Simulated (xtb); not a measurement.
xtb input (GFN1-xTB):

```bash
xtb mol.xyz --gfn 1 --sp --chrg 0 --uhf 0
```
mol.xyz:
```
5

Br    -1.86359337     0.54734457    -0.02204400
Ge    -0.04419613    -0.88525767     0.03182931
Br     1.90886319     0.35941915    -0.01055856
H     -0.08669765    -1.65774895     1.35214083
H     -0.08346959    -1.75073583    -1.22958928
```

Output:

```
           -------------------------------------------------
          |                Calculation Setup                |
           -------------------------------------------------

           -------------------------------------------------
          |                 G F N 1 - x T B                 |
           -------------------------------------------------

        Reference                      10.1021/acs.jctc.7b00118
      * Hamiltonian:
        H0-scaling (s, p, d)           1.850000    2.250000    2.000000
        zeta-weighting                 0.000000
      * Dispersion:
        s8                             2.400000
        a1                             0.630000
        a2                             5.000000
        s9                             0.000000
      * Repulsion:
        kExp                           1.500000
        rExp                           1.000000
      * Coulomb:
        alpha                          2.000000
        third order                    atomic
        anisotropic                    false
      * Halogen bond correction:
        rad-scale                      1.300000
        damping                        0.440000

          ...................................................
          :                      SETUP                      :
          :.................................................:
          :  # basis functions                  34          :
          :  # atomic orbitals                  31          :
          :  # shells                           13          :
          :  # electrons                        20          :
          :  # halogen bonds                     0          :
          :  max. iterations                   250          :
          :  Hamiltonian                  GFN1-xTB          :
          :  restarted?                      false          :
          :  GBSA solvation                  false          :
          :  PC potential                    false          :
          :  electronic temp.          300.0000000     K    :
          :  accuracy                    1.0000000          :
          :  -> integral cutoff          0.2500000E+02      :
          :  -> integral neglect         0.1000000E-07      :
          :  -> SCF convergence          0.1000000E-05 Eh   :
          :  -> wf. convergence          0.2000000E-04 e    :
          :  Broyden damping             0.4000000          :
          :  net charge                          0          :
          :  unpaired electrons                  0          :
          ...................................................

 iter      E             dE          RMSdq      gap      omega  full diag
   1    -10.4568651 -0.104569E+02  0.617E+00    5.02       0.0  T
   2    -10.2098808  0.246984E+00  0.534E+00    5.56       1.0  T
   3    -10.6096708 -0.399790E+00  0.235E+00    5.48       1.0  T
   4    -10.6437948 -0.341240E-01  0.579E-01    5.72       1.0  T
   5    -10.6452159 -0.142114E-02  0.189E-01    5.69       1.0  T
   6    -10.6456418 -0.425909E-03  0.558E-02    5.71       1.0  T
   7    -10.6456724 -0.306050E-04  0.207E-02    5.72       2.2  T
   8    -10.6456760 -0.359381E-05  0.110E-02    5.72       4.1  T
   9    -10.6456775 -0.142561E-05  0.102E-04    5.72     438.2  T
  10    -10.6456775 -0.109202E-09  0.429E-06    5.72   10417.8  T
  11    -10.6456775 -0.426326E-13  0.391E-06    5.72   11441.6  T

   *** convergence criteria satisfied after 11 iterations ***

         #    Occupation            Energy/Eh            Energy/eV
      -------------------------------------------------------------
         1        2.0000           -0.7142216             -19.4350
       ...           ...                  ...                  ...
         4        2.0000           -0.4821757             -13.1207
         5        2.0000           -0.4783781             -13.0173
         6        2.0000           -0.4764142             -12.9639
         7        2.0000           -0.4571628             -12.4400
         8        2.0000           -0.4523958             -12.3103
         9        2.0000           -0.4448283             -12.1044
        10        2.0000           -0.4447034             -12.1010 (HOMO)
        11                         -0.2344772              -6.3805 (LUMO)
        12                         -0.1883029              -5.1240
        13                         -0.1825255              -4.9668
        14                         -0.1657975              -4.5116
        15                         -0.1200063              -3.2655
       ...                                ...                  ...
        31                          0.5471951              14.8899
      -------------------------------------------------------------
                  HL-Gap            0.2102262 Eh            5.7205 eV
             Fermi-level           -0.3395903 Eh           -9.2407 eV

 SCC (total)                   0 d,  0 h,  0 min,  0.007 sec
 SCC setup                      ...        0 min,  0.000 sec (  1.049%)
 Dispersion                     ...        0 min,  0.000 sec (  0.394%)
 classical contributions        ...        0 min,  0.000 sec (  0.156%)
 integral evaluation            ...        0 min,  0.002 sec ( 27.693%)
 iterations                     ...        0 min,  0.002 sec ( 28.628%)
 molecular gradient             ...        0 min,  0.003 sec ( 40.431%)
 printout                       ...        0 min,  0.000 sec (  1.557%)

         :::::::::::::::::::::::::::::::::::::::::::::::::::::
         ::                     SUMMARY                     ::
         :::::::::::::::::::::::::::::::::::::::::::::::::::::
         :: total energy             -10.619561216497 Eh    ::
         :: gradient norm              0.035722450886 Eh/a0 ::
         :: HOMO-LUMO gap              5.720545171152 eV    ::
         ::.................................................::
         :: SCC energy               -10.645677455843 Eh    ::
         :: -> electrostatic           0.007283518110 Eh    ::
         :: repulsion energy           0.027952774948 Eh    ::
         :: dispersion energy         -0.001836535602 Eh    ::
         :: halogen bond corr.         0.000000000000 Eh    ::
         :: add. restraining           0.000000000000 Eh    ::
         :: total charge               0.000000000000 e     ::
         :::::::::::::::::::::::::::::::::::::::::::::::::::::

           -------------------------------------------------
          |                Property Printout                |
           -------------------------------------------------

    * Orbital Energies and Occupations

         #    Occupation            Energy/Eh            Energy/eV
      -------------------------------------------------------------
         1        2.0000           -0.7142216             -19.4350
         2        2.0000           -0.7121631             -19.3789
         3        2.0000           -0.5994664             -16.3123
         4        2.0000           -0.4821757             -13.1207
         5        2.0000           -0.4783781             -13.0173
         6        2.0000           -0.4764142             -12.9639
         7        2.0000           -0.4571628             -12.4400
         8        2.0000           -0.4523958             -12.3103
         9        2.0000           -0.4448283             -12.1044
        10        2.0000           -0.4447034             -12.1010 (HOMO)
        11                         -0.2344772              -6.3805 (LUMO)
        12                         -0.1883029              -5.1240
        13                         -0.1825255              -4.9668
        14                         -0.1657975              -4.5116
        15                         -0.1200063              -3.2655
Note: The following floating-point exceptions are signalling: IEEE_DENORMAL
normal termination of xtb
        16                         -0.1179118              -3.2085
        17                         -0.1046466              -2.8476
        18                         -0.1008390              -2.7440
        19                         -0.0921022              -2.5062
        20                         -0.0813383              -2.2133
        21                         -0.0768557              -2.0914
       ...                                ...                  ...
        31                          0.5471951              14.8899
      -------------------------------------------------------------
                  HL-Gap            0.2102262 Eh            5.7205 eV
             Fermi-level           -0.3395903 Eh           -9.2407 eV

  Mulliken/CM5 charges         n(s)   n(p)   n(d)
     1Br   -0.07037 -0.04373   1.952  5.135 -0.017
     2Ge    0.25751  0.08226   1.294  1.782  0.667
     3Br   -0.07037 -0.04373   1.952  5.135 -0.017
     4H    -0.05839  0.00259   1.058  0.000  0.000
     5H    -0.05839  0.00259   1.058  0.000  0.000

Wiberg/Mayer (AO) data.
largest (>0.10) Wiberg bond orders for each atom

 ---------------------------------------------------------------------------
     #   Z sym  total        # sym  WBO       # sym  WBO       # sym  WBO
 ---------------------------------------------------------------------------
     1  35 Br   1.432 --     2 Ge   1.338
     2  32 Ge   4.506 --     1 Br   1.338     3 Br   1.338     4 H    0.915
                             5 H    0.915
     3  35 Br   1.432 --     2 Ge   1.338
     4   1 H    0.999 --     2 Ge   0.915
     5   1 H    0.999 --     2 Ge   0.915
 ---------------------------------------------------------------------------

Topologies differ in total number of bonds
Writing topology from bond orders to xtbtopo.mol

 dipole moment from electron density (au)
     X       Y       Z
  -0.0432  -0.8650   0.0311  total (Debye):    2.203

           -------------------------------------------------
          | TOTAL ENERGY              -10.619561216497 Eh   |
          | GRADIENT NORM               0.035722450886 Eh/α |
          | HOMO-LUMO GAP               5.720545171152 eV   |
           -------------------------------------------------

------------------------------------------------------------------------
------------------------------------------------------------------------
 total:
 SCF:
```
